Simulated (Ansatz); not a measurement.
Ansatz (a quantum-chemistry and plane-wave program) input (B3LYP/6-31G* with LANL2DZ past Ar): The .json file joins the Basis Set Exchange's 6-31G* for atoms up to Ar and LANL2DZ past it.

Ansatz 0.2 input:
```yaml
crystal:
  periodic: [false, false, false]
  atoms:
    - {symbol: Hf, position_ang: [0.28608100, 0.20740000, -0.15815500]}
    - {symbol: O, position_ang: [-0.86987400, 1.27221400, -0.92476000]}
    - {symbol: Cl, position_ang: [-0.80228400, -1.47708800, 1.10501500]}
basis:
  gaussian:
    orbitals: 6-31Gs+LANL2DZ.json
hamiltonian:
  xc: {name: B3LYP}
magnetization: {spin_polarized: true, initial_magnetization: 1}
output: {forces: true}
```

Output:

```
Functional definition: B3LYP
integrals: 0.02 GiB planned
576 factors; integrals over basis functions are off by at most 3.5e-4 eV
mean field: 0.24 GiB planned
mean field evaluation 1: about -15890.3605 eV, gradient 5.3e1 eV
mean field evaluation 2: about -15679.9332 eV, gradient 1.5e2 eV
mean field evaluation 4: about -15901.7924 eV, gradient 9.1e0 eV
mean field evaluation 8: about -15902.2677 eV, gradient 2.4e-1 eV
mean field evaluation 16: about -15902.2682 eV, gradient 2.4e-4 eV
mean field -15902.26819159 eV, -584.3975770963 hartree, gradient 7.8e-5 eV, S^2 0.751711; 0 other end points of the search recorded, 0 dependent functions left out
the calculation of the forces begins
reference -15902.26842278 eV, -584.3975855926 hartree; 19, 18 occupied and 37, 38 virtual orbitals, 576 factors
Total energy: -15902.26842278 eV, -584.3975855926 hartree
Atom 0 at     0.286081     0.207400    -0.158155 Å, force    -0.569528     0.200293    -0.138112 eV/Å
Atom 1 at    -0.869874     1.272214    -0.924760 Å, force     0.438669    -0.424169     0.305755 eV/Å
Atom 2 at    -0.802284    -1.477088     1.105015 Å, force     0.130859     0.223877    -0.167643 eV/Å
Dipole moment:     0.938787     0.007569    -0.021823 e Å
```

The geometry given is a B3LYP-D3(BJ)/def2-TZVP minimum.
